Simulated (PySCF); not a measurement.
## Frontier orbitals and the lowest excitations

C2H11PSi2.
Cartesian coordinates in Å at the GFN2-xTB level; atoms count from 1:
```xyz
16
C2H11PSi2 angstrom
C     -1.151    1.684    0.291
Si    -0.473   -0.094    0.421
C     -1.839   -1.308   -0.116
Si     1.408   -0.339   -0.946
P      3.386   -0.131    0.087
H     -0.419    2.411    0.629
H     -1.408    1.932   -0.735
H     -2.046    1.818    0.892
H     -0.189   -0.351    1.850
H     -2.738   -1.187    0.480
H     -1.514   -2.339   -0.013
H     -2.112   -1.155   -1.156
H      1.482    0.656   -2.029
H      1.499   -1.650   -1.607
H      3.061   -0.946    1.154
H      3.045    1.010    0.787
```

Method used: TDDFT PBE0/def2-SVPD, vertical, gas phase, core orbitals frozen in the response (PySCF).

Kohn–Sham orbitals with the atoms that hold most of them (Löwdin shares over 4%, at most four atoms; ? is withheld):

```csv
orbital,ε (eV),atoms
HOMO-3,-9.08,"P5 25%, Si2 16%, Si4 12%, C3 11%"
HOMO-2,-8.85,"C1 26%, C3 21%, Si2 21%, Si4 5%"
HOMO-1,-8.58,"Si4 30%, Si2 18%, P5 14%, H14 9%"
HOMO,-7.03,?
LUMO,?,?
LUMO+1,0.07,"Si4 28%, Si2 21%, C1 10%, P5 7%"
LUMO+2,0.37,"Si4 25%, P5 23%, Si2 9%, H13 7%"
```

(1) Give the leading atoms of the HOMO.

(2) Give the leading atoms of the LUMO.

(3) What is the LUMO energy, and the HOMO–LUMO gap?

## Answers

(1) P5 (bonded to Si and 2 H) 51%; Si4 (bonded to P, Si and 2 H) 16%; Si2 (bonded to 2 C, Si and H) 11%; H15 (bonded to P) 5%. By element: phosphorus 51%, silicon 27%, hydrogen 5% or more.

(2) Si4 (bonded to P, Si and 2 H) 27%; Si2 (bonded to 2 C, Si and H) 21%; P5 (bonded to Si and 2 H) 17%; C3 (bonded to Si and 3 H) 6%. By element: silicon 48%, phosphorus 17%, carbon 6% or more.

(3) ε(LUMO) = -0.20 eV; the gap is 6.83 eV (0.2510 hartree).

Q: The HOMO–LUMO gap is 6.83 eV. Where does the response calculation put the lowest singlet, and from which orbitals?

A: S1 is at 5.84 eV (f = 0.134), 0.99 eV below the gap, made of HOMO→LUMO (92%). 

Q: One configuration dominates each of S1 and S2. Which, and how do the shares of the two leading atoms of either orbital change from the occupied to the empty one?

A: 
- S1 (5.84 eV, f 0.134), HOMO→LUMO (92%): P5 51% → 17%, Si4 16% → 27%, Si2 11% → 21%
- S2 (5.98 eV, f 0.0092), HOMO→LUMO+1 (97%): P5 51% → 7%, Si4 16% → 28%, Si2 11% → 21%

One conformer stands for the species.
